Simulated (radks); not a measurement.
Effect of the nuclear size on neutral rubidium, [Kr] 5s1. Method: Dirac Kohn-Sham, relativistic LDA (MacDonald-Vosko exchange, VWN5 correlation), spin-unpolarised, spherical densities, finite nucleus; Fermi nuclear charge, rms radius 4.2036 fm; computed with a radial shooting solver on a logarithmic mesh with Libxc functionals. The rms radius is varied about that value; shifts are against it.

rms radius (fm)  total energy shift (eV)  density at nucleus (e/bohr^3)  1s1/2 shift (meV)  2s1/2 shift (meV)  3p1/2 shift (meV)  4s1/2 shift (meV)
3.4217                            -0.242                      5.533e+04               -102              -10.4              0.170             -0.198
3.8883                            -0.103                      5.474e+04              -43.5              -4.45              0.072             -0.084
4.2036                                 0                      5.438e+04              0.000              0.000              0.000              0.000
4.4726                            0.0937                       5.41e+04               39.6               4.05             -0.066              0.077
4.9434                             0.270                      5.365e+04                114               11.7             -0.190              0.221

Slopes of the eigenvalues against <r^2> in GHz/fm^2, as finite differences over the two radii next to the reference (eigenvalue slopes, not the field-shift constants of lines): 1s1/2 4110, 2s1/2 420, 3p1/2 -6.83, 4s1/2 7.95.
